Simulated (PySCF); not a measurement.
Species: CH₇FP₂Si.
Bonds: F1–C2, C2–Si3, Si3–P4, Si3–P5. Hydrogens: H6, H7 on C2; H8 on Si3; H9, H10 on P4; H11, H12 on P5.

Method: PBE0-D3(BJ)/def2-SVP geometry optimisation, gas phase (PySCF); density fitting, grid level 1; the optimiser is geomeTRIC in internal coordinates, started from a GFN2-xTB structure with every atom displaced at random (about 0.01 Å).

Geometry at step 0:
```
atom  x, y, z in Å
F1      0.6040    2.3884   -0.2454
C2     -0.4835    1.5571   -0.0345
Si3    -0.0284   -0.2270   -0.6116
P4      2.0422   -0.8626    0.1807
P5     -1.7875   -1.4920   -0.0271
H6     -1.3285    1.9710   -0.5939
H7     -0.6971    1.6169    1.0363
H8      0.0962   -0.2016   -2.0754
H9      1.6617   -0.7259    1.5432
H10     2.5442    0.4071    0.1412
H11    -1.3172   -1.8226    1.2488
H12    -1.2664   -2.6371   -0.5712
```

Problem. What forces act on the atoms?

Solution. 
| atom | Fx (eV/Å) | Fy (eV/Å) | Fz (eV/Å) |
| --- | --- | --- | --- |
| F1 | 0.181 | 0.032 | -0.198 |
| C2 | 0.817 | -0.030 | -0.117 |
| Si3 | 0.439 | 0.549 | 0.717 |
| P4 | -0.949 | -1.347 | -0.119 |
| P5 | -0.791 | 0.900 | -0.042 |
| H6 | -0.373 | -0.061 | -0.107 |
| H7 | -0.352 | -0.232 | 0.323 |
| H8 | -0.058 | -0.042 | -0.471 |
| H9 | -0.096 | -0.065 | 0.194 |
| H10 | 0.514 | 1.464 | -0.183 |
| H11 | 0.225 | -0.002 | 0.648 |
| H12 | 0.444 | -1.167 | -0.645 |

The largest, 1.65 eV/Å, acts on P4; the rms over all components is 0.566 eV/Å. The forces sum to zero within rounding, as they must for an isolated molecule in no field.

Problem. Give the force on P4 in Eh/bohr and in nN.

Solution. 1.652 eV/Å ÷ 51.422 = 0.03212 Eh/bohr, and 1.652 eV/Å × 1.602 = 2.65 nN.

Problem. How far is this geometry from the end of the optimisation?

Solution. 0.167 eV above it, and 0.100 Å rms away after alignment. The bonds farthest from their final lengths, with half the difference of the two atoms' forces along the bond (positive lengthens):

| bond | now (Å) | final (Å) | force along bond (eV/Å) |
| --- | --- | --- | --- |
| P4–H10 | 1.366 | 1.431 | +1.58 |
| P5–H12 | 1.371 | 1.429 | +1.22 |
| Si3–P4 | 2.306 | 2.261 | -0.51 |
| P5–H11 | 1.399 | 1.430 | +0.59 |
| Si3–H8 | 1.469 | 1.494 | +0.57 |
| C2–Si3 | 1.930 | 1.906 | -0.44 |

The angle farthest from its final value is P4–Si3–P5, 117.3° against 113.6°.

Of the 6 listed bonds off by 0.010 Å or more, this force points towards the final length in 6.

The cost below is that of the whole optimisation. Hardware: one thread of an Arm Neoverse N1, shared host. Cost: 74 s of wall time, 0.51 GiB resident at most.
